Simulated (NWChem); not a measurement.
System: MgNH3; SMILES [NH2][MgH]

```xyz
5

Mg     0.0000     0.0000    -0.7499
H      0.0000     0.0000    -2.4480
N      0.0000     0.0000     1.1382
H      0.0000    -0.8106     1.7398
H      0.0000     0.8106     1.7398
```
Atoms are numbered in this order, from 1.

Results from NWChem. Geometry: optimised at PBE0-D3(BJ)/def2-TZVP. Total energies compare along this basis series because the functional is fixed.

```json
[
 {"level": "TPSS/def2-SVP", "basis functions": "47", "energy (Ha)": "-256.5411", "highest occupied level (eV)": "-4.84", "orbital gap (eV)": "4.04", "dipole (D)": "1.18"},
 {"level": "TPSS/def2-SVPD", "basis functions": "65", "energy (Ha)": "-256.5516", "highest occupied level (eV)": "-5.03", "orbital gap (eV)": "4.06", "dipole (D)": "0.79"},
 {"level": "TPSS/def2-TZVP", "basis functions": "81", "energy (Ha)": "-256.6826", "highest occupied level (eV)": "-4.98", "orbital gap (eV)": "4.05", "dipole (D)": "[?]"},
 {"level": "TPSS/def2-TZVPP", "basis functions": "105", "energy (Ha)": "-256.6844", "highest occupied level (eV)": "-5.00", "orbital gap (eV)": "4.05", "dipole (D)": "0.86"},
 {"level": "TPSS/def2-QZVP", "basis functions": "198", "energy (Ha)": "-256.6978", "highest occupied level (eV)": "-5.03", "orbital gap (eV)": "3.97", "dipole (D)": "0.77"}
]
```

Problem. Fill in the missing entries.

Solution. 
- TPSS/def2-TZVP, dipole (D): 0.90
